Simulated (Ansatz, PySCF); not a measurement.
Gas-phase reaction (SMILES): CCOB(F)F [ethoxy(difluoro)borane] + N (NH3) → NB(F)F + CCO [ethanol]; ammonia cleaves one B-O bond, a model of a ligand-exchange step.

Each molecule is optimised on its own at B3LYP-D3(BJ)/def2-TZVP (Ansatz, an electronic-structure program), one conformer each, not searched for the lowest. Cores are frozen in the correlated levels unless marked. Spin-orbit coupling is left out. Non-relativistic. CBS(X,Y): correlation extrapolated as X^-3; Hartree-Fock from the larger set. The bracket is a focal-point correction in the basis named. Thermal terms are rigid-rotor harmonic-oscillator values from B3LYP-D3(BJ) frequencies (Ansatz or PySCF) at 298.15 K and 1 atm. 1 Eh = 627.5095 kcal/mol.

```
species   E, RI-MP2/CBS(aug-cc-pVTZ,aug-cc-pVQZ)+[CCSD(T)-MP2]/aug-cc-pVTZ (Ansatz) (Eh)  E, wB97X-V/def2-TZVPD (Ansatz) (Eh)  H - E (Eh)
--------  ------------------------------------------------------------------------------  -----------------------------------  ----------
CCOB(F)F                                                                      -378.84012                           -379.19872     0.08866
N (NH3)                                                                        -56.50756                            -56.56167     0.03799
NB(F)F                                                                        -280.45847                           -280.69845     0.04174
CCO                                                                           -154.88074                           -155.05412     0.08491
```

**Question.** Work out ΔE and ΔH at 298.15 K at the first level, then ΔH at the second.

**Answer.** 
1. ΔE = [(-280.45847) + (-154.88074)] - [(-378.84012) + (-56.50756)] = 0.00847 Eh = 5.3 kcal/mol at RI-MP2/CBS(aug-cc-pVTZ,aug-cc-pVQZ)+[CCSD(T)-MP2]/aug-cc-pVTZ.
2. The terms H - E add up to -0.00000 Eh, so ΔH = (0.00847 + (-0.00000))×627.5095 = 5.3 kcal/mol.
3. At wB97X-V/def2-TZVPD the same steps give ΔE = 4.9 and ΔH = 4.9 kcal/mol, a shift of -0.4 from the first level.
4. These values are not checked against measurement here, since the tables used lack a sound gas-phase enthalpy of formation for at least one species.
